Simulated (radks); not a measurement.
K II, 18 electrons, occupied as [He] 2s2 2p4 3s2 3p6 4f2 (not the ground configuration). All-electron calculation, non-relativistic Kohn-Sham, PBE, spin-polarised, spherical densities, point nucleus; open shells are filled with parallel spins first. Program: a radial shooting solver on a logarithmic mesh with Libxc functionals.

Local quantities along the radius. ELF = 1/(1 + alpha^2) is the electron localisation function; alpha = (tau - tau_W)/tau_unif compares the Pauli kinetic energy density with that of the uniform gas (summed over spins).

```
   r/bohr * ELF (the largest magnitude, 1, reaches the edge; | marks zero)
 0.006223 |                                                      *
 0.007187 |                                                      *
 0.008234 |                                                      *
 0.009509 |                                                      *
  0.01098 |                                                      *
  0.01268 |                                                      *
  0.01465 |                                                      *
  0.01678 |                                                      *
  0.01938 |                                                      *
  0.02238 |                                                      *
  0.02585 |                                                      *
  0.02961 |                                                      *
   0.0342 |                                                      *
   0.0395 |                                                      *
  0.04562 |                                                      *
  0.05268 |                                                     *
  0.06036 |                                                    *
   0.0697 |                                                 *
   0.0805 |                                           *
  0.09297 |                                *
   0.1074 |                    *
    0.123 |             *
   0.1421 |            *
   0.1641 |               *
   0.1895 |                        *
   0.2188 |                                  *
   0.2507 |                                         *
   0.2895 |                                            *
   0.3344 |                                            *
   0.3862 |                                       *
    0.446 |                        *
   0.5109 |        *
   0.5901 |    *
   0.6815 |         *
    0.787 |                           *
   0.9089 |                                           *
    1.041 |                                               *
    1.203 |                                                *
    1.389 |                                               *
    1.604 |                                           *
    1.852 |                                *
    2.122 |            *
    2.451 |*
    2.831 *
    3.269 *
    3.745 |*
    4.325 |*
    4.995 | *
    5.769 |  *
    6.662 |  *
    7.633 |  *
    8.815 | *
    10.18 |*
    11.76 *
    13.58 *
    15.56 *
    17.97 *
```

On this mesh the ELF has minima near r = 0.14, 0.59, 2.8 bohr, which separate the shells, and maxima near 0.29 (0.82), 1.2 (0.89).

Self-consistent cycle (total energy in hartree, residual of the potential): 1: -575.239563, 3e+00; 2: -575.602756, 2e+00; 3: -575.763906, 1e-01; 4: -575.764850, 2e-02; 5: -575.764881, 3e-03; 6: -575.764886, 8e-04; 7: -575.764886, 2e-04; 8: -575.764886, 7e-05; 9: -575.764886, 1e-05; 10: -575.764886, 3e-06; 11: -575.764886, 1e-06; 12: -575.764886, 2e-07; 13: -575.764886, 3e-08; 14: -575.764886, 4e-09; 15: -575.764886, 2e-09.
